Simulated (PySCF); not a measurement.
# Pd: excitation energy

Pd [Kr] 4d10 (1S) → Pd [Kr] 4d9 5p1 (high-spin determinant), as a difference of total energies. Computed with PySCF 2.14 in ANO-RCC-VTZP (7s6p4d2f1g, 68 functions), with the spin-free X2C one-electron Hamiltonian (Gaussian nucleus). Correlated levels: valence: [Kr] frozen; valence and next inner shell: [Ar] 3d10 frozen. The calculations carry no spin-orbit coupling.

```csv
method,excitation energy (eV)
UHF,4.178
LDA,5.683
PBE,5.393
PBE0,5.238
r2SCAN,5.110
r2SCANh,5.082
HSE06,5.217
LC-wPBE,5.308
MP2 (valence),5.848
SCS-MP2 (valence),5.762
MP2 (valence and next inner shell),5.963
SCS-MP2 (valence and next inner shell),5.797
```

Q: How much does correlation contribute at MP2 (valence and next inner shell)?

A: 5.963 − (4.178) = 1.785 eV, measured against UHF.

A first-order spin-orbit estimate (lowest level to lowest level, LS coupling) adds -0.084 eV.

The basis was made for the ground configuration and has no added diffuse functions, so the excitation energy can come out too high.

The determinant of the upper state mixes LS terms, which raises its energy above the lowest term, most at the Hartree-Fock and MP2 levels.
